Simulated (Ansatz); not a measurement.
Computed with Ansatz on PBE0-D4/def2-TZVP structures; ΔE is electronic, products minus reactants. CCSD(T)/CBS adds triple-zeta CCSD(T) − MP2 to the extrapolated MP2 energy (def2 sets, frozen cores). This one scheme is used for every species. DFT in def2-TZVPP. Each species was taken in one conformer, which may not be the lowest.

Reaction (silylene formation by 1,1-elimination): `[SiH3][NH2+][B-](Cl)(Cl)Cl` → `[NH3+][B-](Cl)(Cl)Cl` + `[SiH2]`

```json
{"level": "BLYP-D4", "ΔE (eV)": "2.58"}
{"level": "PBE", "ΔE (eV)": "2.56"}
{"level": "revPBE", "ΔE (eV)": "2.36"}
{"level": "CCSD/def2-SVP", "ΔE (eV)": "2.50"}
```

What does CCSD(T)/CBS give? (An estimate is asked.)

Ansatz gave: +2.72 eV. The listed levels differ from it by -0.14, -0.16, -0.36, -0.22 eV.

What do rigid-rotor, harmonic-oscillator terms from PBE0-D4/def2-TZVP frequencies (298.15 K, 1 bar) make of the CCSD(T)/CBS value? (Best estimate.)

Ansatz gave: ΔZPE = -0.08 eV, ΔH = +2.69 eV, ΔS = 153 J/(mol·K), ΔG = +2.22 eV.

Largest T1 diagnostic among the species: 0.014.

At CCSD(T), def2-SVP lies −0.17 eV from the extrapolated value and def2-TZVPP −0.07 eV. The D4 term adds +0.21 eV with B3LYP and +0.12 eV with PBE0; it sums over pairs of atoms, weighted by their polarisabilities, and B3LYP, whose exchange is more repulsive, gets the larger term.

CCSD(T)/CBS has its own doubt, a few kJ/mol and more with outer-core shells, so smaller differences from it don't rank the levels.

B3LYP here is the variant with VWN-RPA as its local correlation; programs differ in this.
